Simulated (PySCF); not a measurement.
Match the calculated data to a structure.

All candidates are C5H9NO2.

| technique | computed result |
| --- | --- |
| UV, strongest line | among the 8 lowest singlet transitions: S5 at 6.49 eV (191 nm, f = 0.043) [TDDFT B3LYP/def2-SVPD] |
| 13C NMR | chemical shifts (computed TMS as zero) by class: 179.9 (1 C), 164.3 (1 C), 80.1 (1 C), 60.8 (1 C), 27.5 (1 C) ppm [GIAO PBE0/pcSseg-1] |
| Dipole | 3.82 D [B3LYP/def2-SVPD] |
| Rotational structure | rotational constants A, B, C: 5.020, 0.885, 0.789 GHz [GFN2-xTB] |
| NMR, other nuclei | isotropic shieldings of nuclei other than C and H, by class: -141 (1 N), -179 (1 O), 316 (1 O) ppm [GIAO PBE0/pcSseg-1] |
| Triplet | lowest triplet excitation (Tamm–Dancoff): 3.89 eV [TDA B3LYP/def2-SVPD] |

Electronic properties: PySCF, gas phase, density fitting. Levels stand in brackets. Isolated species at its GFN2-xTB geometry (one conformer only). NMR values are class means; diastereotopic atoms form classes of their own.

Question: Which candidate is it?
A. `COC/C=N/C(C)=O`
B. `COC/C=N\C(C)=O`
C. `CNC(=O)C1COC1`
D. `C=N[C@H](C)CC(=O)O`
E. `C[C@@H]1CO[C@H]1C(N)=O`

Answer: A. It is `COC/C=N/C(C)=O`. Numbering: `[CH3:1][O:2][CH2:3]/[CH:4]=[N:5]/[C:6]([CH3:7])=[O:8]`. Its formula, C5H9NO2, gives 2 degrees of unsaturation: 0 rings and 2 π bonds in the structure found. 5 carbons fall into 5 classes; from least to most shielded: carbonyl carbon [C6] (179.9 ppm), imine carbon [C4] (164.3 ppm), sp3 carbon bound to oxygen [C3] (80.1 ppm), methoxy carbon [C1] (60.8 ppm), methyl carbon next to a carbonyl [C7] (27.5 ppm). The other shieldings belong to: -141 ppm, imine nitrogen [N5]; -179 ppm, carbonyl oxygen [O8]; 316 ppm, ether oxygen [O2]. The optimised geometry has point group C1 and is an asymmetric top.

The others, at the same levels:
- `C=N[C@H](C)CC(=O)O` fails: its computed 13C shifts are 177.3 (1 C), 154.0 (1 C), 68.7 (1 C), 43.8 (1 C), 24.9 (1 C) ppm, strongest line among the 8 lowest singlet transitions is S7 at 7.22 eV (172 nm, f = 0.058) (against S5 at 6.49 eV) and rotational constant A is 4.336 GHz (against 5.020 GHz).
- `COC/C=N\C(C)=O` fails: its computed 13C shifts are 182.0 (1 C), 156.4 (1 C), 79.1 (1 C), 63.4 (1 C), 26.6 (1 C) ppm, lowest triplet excitation (Tamm–Dancoff) is 4.16 eV (against 3.89 eV) and strongest line among the 8 lowest singlet transitions is S6 at 6.73 eV (184 nm, f = 0.093) (against S5 at 6.49 eV).
- `C[C@@H]1CO[C@H]1C(N)=O` fails: its computed 13C shifts are 175.0 (1 C), 88.3 (1 C), 77.9 (1 C), 38.5 (1 C), 21.9 (1 C) ppm, rotational constant A is 3.367 GHz (against 5.020 GHz) and smallest rotational constant is 1.239 GHz (against 0.789 GHz).
- `CNC(=O)C1COC1` fails: it has 4 carbon classes against 5; its computed 13C shifts are 172.7 (1 C), 75.0 (2 C), 41.2 (1 C), 26.5 (1 C) ppm, lowest triplet excitation (Tamm–Dancoff) is 5.27 eV (against 3.89 eV) and strongest line among the 8 lowest singlet transitions is S7 at 6.97 eV (178 nm, f = 0.109) (against S5 at 6.49 eV).

Each candidate is one conformer, not necessarily the lowest. The conformers computed, where there is a choice (atom-mapped SMILES and torsion angles):
- `[CH3:1][O:2][CH2:3]/[CH:4]=[N:5]/[C:6]([CH3:7])=[O:8]`: C1–O2–C3–C4 72°, O2–C3–C4–N5 -145°, C4–N5–C6–C7 -109°
- `[CH2:1]=[N:2][C@H:3]([CH3:4])[CH2:5][C:6](=[O:7])[OH:8]`: C1–N2–C3–C4 -112°, N2–C3–C5–C6 -172°, C3–C5–C6–O7 17°, H–O8–C6–C5 -179°
- `[CH3:1][O:2][CH2:3]/[CH:4]=[N:5]\[C:6]([CH3:7])=[O:8]`: C1–O2–C3–C4 -90°, O2–C3–C4–N5 -4°, C4–N5–C6–C7 -95°
- `[CH3:1][C@@H:2]1[CH2:3][O:4][C@H:5]1[C:6]([NH2:7])=[O:8]`: O4–C5–C6–N7 -3°, H–N7–C6–C5 -5°, H–N7–C6–C5 -178°
- `[CH3:1][NH:2][C:3](=[O:4])[CH:5]1[CH2:6][O:7][CH2:8]1`: C1–N2–C3–O4 0°, N2–C3–C5–C6 -68°
